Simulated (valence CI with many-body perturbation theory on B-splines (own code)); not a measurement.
**Hyperfine factors and g values of Ba³³⁺**

Computed by valence CI with perturbative core correlation (CI+MBPT): five valence electrons over a frozen Dirac-Fock core [Ar], radial functions for each j: 7 s, 7 p, 8 d, 6 f, 4 g, 1 h, with the one-electron correlation potential Σ1 (screened to all orders), the two-electron term Σ2, the three-electron term Σ3, Breit, model QED; selected single and double excitations, second order for the rest (own B-spline code, finite nucleus).

The last digits are not significant, and no measured levels were compared; by estimate large intervals hold to a few tenths of a per cent, small ones and those within an open d or f shell to about a per cent. Only levels of the ground parity were solved; by the run's estimate the other parity begins above the list, which can be wrong where configurations are misplaced.

A/g_I is the dipole constant over the nuclear g factor μ/I (μ in nuclear magnetons, uniformly magnetised nucleus), B/Q the quadrupole constant per barn. Both hold the static response of the core; the bare values leave it out. Large factors of s and p1/2 electrons are usually good to 5 to 10 %; those of open d and f shells near neutrality can be off by tens of per cent, and small factors of p3/2, d and f electrons come from cancelling terms and can be off by a factor of two or in sign, in half-filled shells by more. B is blank for J = 1/2, where it vanishes, and for nearly pure S terms. Energies count from the lowest level.

Levels are named by their leading jj configuration (3d3/2^4 stands for four electrons in 3d with j = 3/2), which in mixed levels can hold well under half, so a name can repeat and another be missing. Letters in brackets count levels of one name in rising energy.

| Level | E (cm⁻¹) | g | A/g_I (MHz) | A/g_I bare | B/Q (MHz/b) | B/Q bare |
| --- | --- | --- | --- | --- | --- | --- |
| (3d3/2^4 3d5/2) J=5/2 | 0 | 1.644 | 6470 | 7360 | 10800 | 11000 |
| (3d3/2^3 3d5/2^2) J=5/2 [a] | 102870 | 1.200 | 10700 | 11000 | 16100 | 16400 |
| (3d3/2^3 3d5/2^2) J=7/2 [a] | 167320 | 1.136 | 15900 | 16100 | 22500 | 22900 |
| (3d3/2^3 3d5/2^2) J=3/2 [a] | 172870 | 1.275 | 17600 | 18000 | 19500 | 19900 |
| (3d3/2^3 3d5/2^2) J=11/2 | 176360 | 1.151 | 19000 | 19300 | 219 | 196 |
| (3d3/2^3 3d5/2^2) J=9/2 | 196170 | 1.152 | 17200 | 17500 | 21700 | 22100 |
| (3d3/2^3 3d5/2^2) J=5/2 [b] | 202420 | 1.134 | 16500 | 16700 | 5420 | 5520 |
| (3d3/2^3 3d5/2^2) J=1/2 | 212030 | 1.877 | -8330 | -7110 |  |  |
| (3d3/2^3 3d5/2^2) J=7/2 [b] | 242640 | 1.139 | 19400 | 19600 | -16300 | -16600 |
| (3d3/2^2 3d5/2^3) J=5/2 [a] | 263330 | 1.212 | 11700 | 12100 | 401 | 411 |
| (3d3/2^2 3d5/2^3) J=7/2 [a] | 291930 | 1.201 | 14300 | 14700 | -7950 | -8100 |
| (3d3/2^3 3d5/2^2) J=3/2 [b] | 293430 | 0.817 | 32600 | 32400 | -18900 | -19200 |
| (3d3/2^2 3d5/2^3) J=11/2 | 297750 | 1.057 | 19600 | 19700 | 1250 | 1280 |
| (3d3/2^2 3d5/2^3) J=9/2 [a] | 312090 | 1.144 | 16800 | 17000 | -4100 | -4190 |
| (3d3/2^2 3d5/2^3) J=1/2 [a] | 317690 | 0.621 | 43600 | 43100 |  |  |
| (3d3/2^2 3d5/2^3) J=13/2 | 325700 | 1.071 | 20600 | 20700 | -50.1 | -46.0 |
| (3d3/2^2 3d5/2^3) J=3/2 [a] | 327220 | 1.182 | 16400 | 16700 | 2600 | 2640 |
| (3d3/2^2 3d5/2^3) J=5/2 [b] | 342040 | 1.015 | 21400 | 21500 | -4720 | -4790 |
| (3d3/2^2 3d5/2^3) J=9/2 [b] | 371140 | 1.101 | 18900 | 19000 | 1690 | 1730 |
| (3d3/2^2 3d5/2^3) J=7/2 [b] | 384610 | 0.988 | 24800 | 24900 | -895 | -918 |
| (3d3/2^2 3d5/2^3) J=5/2 [c] | 390900 | 1.034 | 21300 | 21400 | 5510 | 5600 |
| (3d3/2^2 3d5/2^3) J=3/2 [b] | 410600 | 0.781 | 31500 | 31300 | 2160 | 2220 |
| (3d3/2^2 3d5/2^3) J=7/2 [c] | 424110 | 1.058 | 22300 | 22400 | 5250 | 5350 |
| (3d3/2^2 3d5/2^3) J=1/2 [b] | 430430 | 1.869 | -6900 | -5700 |  |  |
| (3d3/2 3d5/2^4) J=5/2 [a] | 435330 | 1.201 | 10300 | 10600 | -14300 | -14500 |
| (3d3/2^2 3d5/2^3) J=9/2 [c] | 464060 | 1.104 | 18700 | 18900 | 16700 | 17000 |
| (3d3/2 3d5/2^4) J=7/2 [a] | 479580 | 1.191 | 14600 | 14900 | -33400 | -34000 |
| (3d3/2 3d5/2^4) J=11/2 | 490840 | 1.062 | 20100 | 20200 | -1530 | -1520 |
| (3d3/2 3d5/2^4) J=3/2 [a] | 506270 | 0.876 | 22000 | 21900 | -21600 | -22000 |
| (3d3/2 3d5/2^4) J=5/2 [b] | 533230 | 1.118 | 17500 | 17700 | 18300 | 18700 |
| (3d3/2 3d5/2^4) J=9/2 | 547280 | 1.108 | 18000 | 18200 | -36000 | -36600 |
| (3d3/2^2 3d5/2^3) J=5/2 [d] | 569440 | 1.107 | 16200 | 16400 | -6640 | -6740 |
| (3d3/2^2 3d5/2^3) J=3/2 [c] | 570020 | 1.206 | 16800 | 17200 | -15600 | -15900 |
| (3d3/2 3d5/2^4) J=7/2 [b] | 582080 | 0.962 | 23200 | 23200 | 30700 | 31300 |
| (3d3/2 3d5/2^4) J=1/2 | 647200 | 0.947 | -393 | -340 |  |  |
| (3d5/2^5) J=5/2 | 703080 | 1.168 | 14400 | 14600 | -31000 | -31600 |
| (3d3/2 3d5/2^4) J=3/2 [b] | 717820 | 0.889 | 31900 | 31800 | 31800 | 32400 |

Question: Take the isotope of mass number 137, with I = 3/2, μ = 0.9375 μN and Q = 0.236 b. What is the hyperfine structure of (3d3/2^3 3d5/2^2) J=11/2?

Answer: From the table A = 11900 MHz, B = 51.6 MHz. Shifts from the centre of gravity in MHz: F = 4: -116000, F = 5: -56500, F = 6: 14900, F = 7: 98200.
